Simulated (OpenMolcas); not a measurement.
**N+: terms and fine structure**

```json
{"Program": "OpenMolcas 26.06", "Method": "XMS-CASPT2, IPEA 0.25 Eh, imaginary shift 0.1 Eh (closed shells correlated: 1s)", "Basis": "ANO-RCC-VTZP [4s3p2d1f]", "Scalar Hamiltonian": "DKH2, point nucleus", "Active space": "4 electrons in 8 orbitals (2s 2p 3s 3p)", "State averaging": "2S+1 = 3 even, 3 roots; 2S+1 = 1 even, 6 roots; 2S+1 = 5 odd, 1 root; 2S+1 = 3 odd, 9 roots; 2S+1 = 1 odd, 8 roots", "Spin-orbit coupling": "RASSI with atomic mean-field integrals over the reference wave functions, term energies averaged over their components"}
```

Spin-free terms above the lowest, with the occupations of the reference (each correlating shell added to its valence partner):

```
Configuration  Term  E (cm-1)      Occupations
      2s2 2p2    3P       0.0  2s 1.96 2p 2.04
      2s2 2p2    1D     15620  2s 1.96 2p 2.04
      2s2 2p2    1S     32710  2s 1.87 2p 2.13
       2s 2p3   5S*     44790  2s 1.00 2p 3.00
       2s 2p3   3D*     90840  2s 1.00 2p 3.00
       2s 2p3   3P*    109190  2s 1.01 2p 2.99
       2s 2p3   1D*    146620  2s 1.00 2p 3.00
       2s 2p3   3S*    156210  2s 1.00 2p 3.00
```

With spin-orbit coupling, above the lowest level:

```json
{"Configuration": "2s2 2p2", "Term": "3P", "J": "0", "E (cm-1)": "0.0", "Measured (cm-1)": "0.0", "g": "", "Term weight %": "100"}
{"Configuration": "2s2 2p2", "Term": "3P", "J": "1", "E (cm-1)": "45.5", "Measured (cm-1)": "48.7", "g": "1.501", "Term weight %": "100"}
{"Configuration": "2s2 2p2", "Term": "3P", "J": "2", "E (cm-1)": "135", "Measured (cm-1)": "131", "g": "1.501", "Term weight %": "100"}
{"Configuration": "2s2 2p2", "Term": "1D", "J": "2", "E (cm-1)": "15710", "Measured (cm-1)": "15316", "g": "1.000", "Term weight %": "100"}
{"Configuration": "2s2 2p2", "Term": "1S", "J": "0", "E (cm-1)": "32800", "Measured (cm-1)": "32689", "g": "", "Term weight %": "100"}
{"Configuration": "2s 2p3", "Term": "5S*", "J": "2", "E (cm-1)": "44880", "Measured (cm-1)": "46785", "g": "2.002", "Term weight %": "100"}
{"Configuration": "2s 2p3", "Term": "3D*", "J": "1", "E (cm-1)": "90920", "Measured (cm-1)": "92251", "g": "0.499", "Term weight %": "100"}
{"Configuration": "2s 2p3", "Term": "3D*", "J": "2", "E (cm-1)": "90930", "Measured (cm-1)": "92250", "g": "1.167", "Term weight %": "100"}
{"Configuration": "2s 2p3", "Term": "3D*", "J": "3", "E (cm-1)": "90930", "Measured (cm-1)": "92236", "g": "1.334", "Term weight %": "100"}
{"Configuration": "2s 2p3", "Term": "3P*", "J": "0", "E (cm-1)": "109280", "Measured (cm-1)": "109223", "g": "", "Term weight %": "100"}
{"Configuration": "2s 2p3", "Term": "3P*", "J": "1", "E (cm-1)": "109280", "Measured (cm-1)": "109216", "g": "1.501", "Term weight %": "100"}
{"Configuration": "2s 2p3", "Term": "3P*", "J": "2", "E (cm-1)": "109290", "Measured (cm-1)": "109217", "g": "1.501", "Term weight %": "100"}
{"Configuration": "2s 2p3", "Term": "1D*", "J": "2", "E (cm-1)": "146710", "Measured (cm-1)": "144188", "g": "1.000", "Term weight %": "100"}
{"Configuration": "2s 2p3", "Term": "3S*", "J": "1", "E (cm-1)": "156300", "Measured (cm-1)": "155127", "g": "2.002", "Term weight %": "100"}
```

Against the 13 measured excited levels shown (NIST Handbook of Basic Atomic Spectroscopic Data) the mean absolute deviation is 790 cm-1; the largest miss in energy is 2s 2p3 1D* 2: computed 146710, measured 144188 cm-1 (+1.8 %), and the largest in proportion 2s2 2p2 3P1 (-6.6 %).

Spin-orbit coupling puts the lowest level 90.5 cm-1 below the lowest spin-free term.

For 3P the intervals divided by the larger J are 45.5, 44.9 cm-1. Landé's interval rule makes them equal in pure LS coupling; they differ by 1 % of their mean. The multiplet is regular.

CASPT2 breaks the degeneracy within a term, and the mean is taken; among the terms shown or strongly mixed into the levels shown the widest spread is 350 cm-1 (2s 2p3 3D*). The run also gave levels led by 2s2 2p 3s, which use shells meant for correlation; these and all levels above them are left out. Computed and measured levels are paired by configuration, term and J; levels that our copy of the source lacks, or whose pairing is in doubt (as where it misses far off the trend of its configuration), stay unpaired and out of the deviations. Only configurations of the active space appear. The first state left out of the spin-orbit step lies near 200000 cm-1 above the lowest spin-free state of the reference (among the parities and spins computed), and the list stops at four fifths of that energy or lower.

The term weight is that of the spin-free term in the level, not the purity of its configuration. * marks odd parity.
